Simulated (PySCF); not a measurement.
A GIAO shielding run with PySCF 2.14 (density fitting, non-relativistic, gas phase) on SMILES CC1C[SiH2]C1, C4H10Si:

```
$ OMP_NUM_THREADS=1 python probes_run.py task.json out

{"job": {"kind": "nmr", "xc": "KT3", "basis": "pcSseg-1", "pop": false}, "charge": 0, "multiplicity": 1}
C     -1.822190    -0.517752     0.051618
C     -0.393345    -0.379958     0.544191
C      0.679065    -1.206898    -0.221872
Si     1.901068     0.176250     0.202292
C      0.233494     1.041165     0.443415
H     -2.171544    -1.560237     0.122559
H     -1.899502    -0.208739    -1.003980
H     -2.511028     0.111929     0.637197
H     -0.355035    -0.685652     1.605635
H      0.821657    -2.247342     0.102345
H      0.462235    -1.205863    -1.304305
H      2.648657    -0.051588     1.478170
H      2.862432     0.671043    -0.832572
H      0.036691     1.724603     1.281392
H     -0.083509     1.535128    -0.491425
```

Hardware: 1 thread of an Arm Neoverse V2, shared host. The job also computes ring-centre shieldings.

Q: How large is the calculation?

A: 48 electrons, 142 basis functions and 757 auxiliary functions.

Q: How long does it take, and how much memory does it need?

A: 16 s of wall time, with 14 SCF cycles; peak memory 0.73 GiB. Times on a shared host scatter by some tens of per cent.

Q: And these other runs on the same molecule and hardware: GIAO shielding at B3LYP/pcSseg-1; GIAO shielding at B97-D/pcSseg-1; GIAO shielding at BLYP/pcSseg-1; GIAO shielding at BP86/pcSseg-1; GIAO shielding at HF/pcSseg-1; GIAO shielding at KT2/pcSseg-1?

A: B3LYP/pcSseg-1: 142 functions, 10 s; B97-D/pcSseg-1: 142 functions, 15 s; BLYP/pcSseg-1: 142 functions, 15 s; BP86/pcSseg-1: 142 functions, 15 s; HF/pcSseg-1: 142 functions, 4.8 s; KT2/pcSseg-1: 142 functions, 16 s.
